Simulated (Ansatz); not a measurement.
Reaction (ligand exchange at a Ge–C bond): `[NH2][GeH2][CH2]O` + `N[SiH](N)F` → `[NH2][GeH2][NH][SiH](N)F` + CH₃OH

Calculated with Ansatz (gas phase, PBE0-D4/def2-TZVP geometries, no zero-point term in ΔE). CCSD(T)/CBS is the MP2 limit (def2-TZVPP, def2-QZVPP) plus CCSD(T) − MP2 in def2-TZVPP, frozen cores. This one scheme is used for every species. Functionals use def2-TZVPP. B3LYP here is the variant with VWN-RPA as its local correlation; programs differ in this. For Ge outer-core shells are correlated without core-valence functions, which leaves a few kJ/mol of doubt a bond. Scalar relativity is left out up to krypton. Each species was taken in one conformer, which may not be the lowest.

`[NH2][GeH2][CH2]O`:

Cartesian coordinates in Å:
```
N -1.368 0.721 0.274
Ge -0.442 -0.769 -0.346
C 1.407 -0.111 -0.149
O 1.452 0.733 0.978
H -1.709 1.338 -0.450
H -2.136 0.509 0.895
H -0.830 -1.134 -1.795
H -0.777 -1.924 0.613
H 2.105 -0.938 0.005
H 1.713 0.413 -1.065
H 0.584 1.163 1.040
```

`N[SiH](N)F`:

Cartesian coordinates in Å:
```
N -0.619 0.369 -1.248
Si -0.323 -0.368 0.254
N 1.178 0.179 0.815
F -1.601 0.036 1.135
H -1.555 0.465 -1.603
H 0.068 0.352 -1.981
H -0.277 -1.847 0.329
H 1.703 -0.341 1.497
H 1.426 1.155 0.803
```

`[NH2][GeH2][NH][SiH](N)F`:

Cartesian coordinates in Å:
```
N -1.303 -1.547 -0.004
Ge -1.493 0.241 -0.432
N -0.203 1.145 0.507
Si 1.480 0.909 0.399
N 1.702 -0.641 -0.238
F 2.229 1.927 -0.589
H -1.645 -1.792 0.916
H -1.719 -2.175 -0.678
H -2.837 0.857 0.010
H -1.295 0.322 -1.952
H -0.549 1.838 1.151
H 2.089 1.224 1.714
H 1.004 -1.360 -0.108
H 2.540 -0.947 -0.697
```

CH₃OH:

Z-matrix (Å, degrees):
```
C
O 1 1.409
H 1 1.097 2 112.4
H 1 1.090 2 107.0 3 -118.5
H 1 1.097 2 112.4 3 123.0
H 2 0.959 1 108.5 3 -61.6
```

```tsv
level	ΔE (kcal/mol)	difference from CCSD(T)/CBS
PBE-D4	-8.2	2.5
PBE0-D4	-9.6	1.1
B3LYP-D4	-10.8	-0.1
ωB97M-V	-10.2	0.5
B2PLYP	-10.3	0.4
PBE0	-8.5	2.2
HF/def2-TZVPP	-13.9	-3.2
MP2/def2-TZVPP	-11.7	-1.0
MP2/def2-QZVPP	-11.4	-0.7
MP2/CBS(def2)	-11.0	-0.3
CCSD(T)/CBS	-10.7	0
```

Largest T1 diagnostic among the species: 0.011.

The D4 term adds −1.8 kcal/mol with B3LYP and −1.1 kcal/mol with PBE0; it sums over pairs of atoms, weighted by their polarisabilities, and B3LYP, whose exchange is more repulsive, gets the larger term. In def2-TZVPP, CCSD(T) changes the Hartree–Fock value by +2.5 kcal/mol (the triples alone add +0.2 kcal/mol) and MP2 by +2.2 kcal/mol. From PBE to PBE0 (25 % exact exchange), in def2-TZVPP and without D4, ΔE moves by −1.5 kcal/mol.
